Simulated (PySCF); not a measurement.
C₄H₆OS, SMILES O=C1CC[C@@H]1S. Coordinates come from a PBE0-D3(BJ)/def2-SVP optimisation. The structure was generated by enumeration; whether it is a known compound was not checked. One conformer was computed; it need not be the lowest.

Computed equilibrium geometry at PBE0-D3(BJ)/def2-SVP (PySCF confirms it by a frequency run) as Cartesian coordinates in Å (one conformer of several):
```xyz
12

O     -0.0059    -1.9407     0.6704
C     -0.5272    -0.9247     0.3277
C     -1.7870    -0.5841    -0.4637
C     -1.1241     0.7657    -0.8175
C     -0.0743     0.5415     0.3010
S      1.6672     0.9428     0.1069
H     -2.0445    -1.2792    -1.2763
H     -2.6585    -0.4821     0.2028
H     -0.6531     0.7495    -1.8104
H     -1.7404     1.6695    -0.7278
H     -0.3931     1.0284     1.2385
H      1.9369    -0.0354    -0.7857
```
